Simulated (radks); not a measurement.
The bromine anion Br-, [Kr], held by a Watson sphere: a shell of charge +1 at radius R that stands for the Madelung well of a crystal (potential energy -1/R inside, -1/r outside, in hartree with lengths in bohr). All-electron calculation, scalar-relativistic Kohn-Sham, PBE, spin-polarised, spherical densities, finite nucleus; Fermi nuclear charge, rms radius of each element as measured or else 0.836 A^(1/3) + 0.57 fm. Program: a radial shooting solver on a logarithmic mesh with Libxc functionals. Response by self-consistent Sternheimer equations with the Hartree and adiabatic LDA kernel, the relativistic mass of each level held fixed and spin-orbit coupling left out. The sphere does not respond.

R (bohr)  e(3d) (eV)  e(4s) (eV)  e(4p) (eV)  <r> 4p (bohr)  sum of <r^2> (bohr^2)  X-ray form factor at sin(theta)/lambda = 0.2 1/angstrom  alpha (bohr^3)
3.3          -64.512     -18.645      -6.934          2.232                  49.98                                                   27.753           33.68
3.96         -63.846     -17.825      -6.125          2.270                  51.56                                                   27.733           39.47
3.97         -63.837     -17.813      -6.114          2.271                  51.58                                                   27.733           39.55
4.25         -63.566     -17.507      -5.806          2.282                  52.09                                                   27.729           41.86
4.28         -63.538     -17.475      -5.774          2.283                  52.14                                                   27.729           42.10
4.48         -63.353     -17.272      -5.568          2.290                  52.45                                                   27.728           43.67
4.52         -63.316     -17.232      -5.529          2.291                  52.51                                                   27.728           43.97
